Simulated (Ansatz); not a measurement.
# AlMgNO2: where a starting geometry ends

The starting geometry of this gas-phase triplet was optimised with GFN2-xTB as a singlet.

```xyz
5

Al   -0.9529   -2.2093    1.0504
Mg    0.0750   -0.5347   -0.7571
N     0.9714   -1.8796    1.0531
O    -1.4912   -1.0237    0.0759
O     1.8940   -2.6823    1.0331
```

Predict what it relaxes into with PBE0-D3(BJ)/pcseg-1.

2 bonds break, leaving `O=[N][Mg][O][Al]`. Distances that change by over a tenth: Mg2–N3 (2.43 → 1.91 Å). Contacts that open: Al1–Mg2 (2.67 → 3.50 Å), Al1–N3 (1.95 → 5.39 Å).

The energy falls by 1.33 eV over 24 steps:

| step | E − E(last) (eV) |
| --- | --- |
| 1 | 1.329 |
| 4 | 0.982 |
| 6 | 0.973 |
| 9 | 0.799 |
| 11 | 0.605 |
| 14 | 0.313 |
| 16 | 0.149 |
| 19 | 0.011 |
| 21 | 0.000 |
| 24 | 0.000 |

Final geometry (Å):

```xyz
5

Al   -3.3059   -1.2638    0.5245
Mg    0.1753   -1.6072    0.4233
N     2.0261   -2.0327    0.6102
O    -1.6198   -1.4244    0.4698
O     3.2207   -2.0015    0.4276
```

Frequencies at the end are all real (lowest 49 cm⁻¹). Open shells are spin-unrestricted. The triplet needn't be the ground state. Run with Ansatz 0.2.0, 2 min on 1 thread of Arm Neoverse V2, with other jobs on the host.
